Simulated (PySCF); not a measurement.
Numbering as in the mapped SMILES `[CH2:1]=[N:2][SiH:3]([NH2:4])[NH2:5]` (H(Xn): hydrogen on atom n). Ha(C1) is cis to Si3; Hb(C1) is trans to Si3.

Geometry: PBE0-D3(BJ)/def2-SVP; GIAO absolute shieldings from PySCF 2.14, gas phase, non-relativistic, averaged over equivalent atoms.

At PBE0/pcSseg-1 (127 basis functions, 11 s wall time on 1 thread of an Arm Neoverse V2, shared host):
```tsv
atoms	σ (ppm)
C1	12.8
N2	-176.9
N4/N5	246.8
Si3	389.3
Ha(C1)	22.66
Hb(C1)	22.75
H(Si3)	26.03
H(N4)/H(N5)	30.89
```

Estimate the result of repeating the calculation with WP04/pcSseg-2.

Results:


```csv
atoms,σ at WP04/pcSseg-2,change
C1,-0.6,-13.4
N2,-176.1,+0.8
N4/N5,231.3,-15.5
Si3,377.7,-11.6
Ha(C1),23.22,+0.56
Hb(C1),23.43,+0.68
H(Si3),26.95,+0.92
H(N4)/H(N5),31.10,+0.21
```

The largest change is at N4/N5 (nitrogen bonded to Si, 2 H). Cost: 285 basis functions, 24 s wall time on 1 thread of an Arm Neoverse V2, shared host.
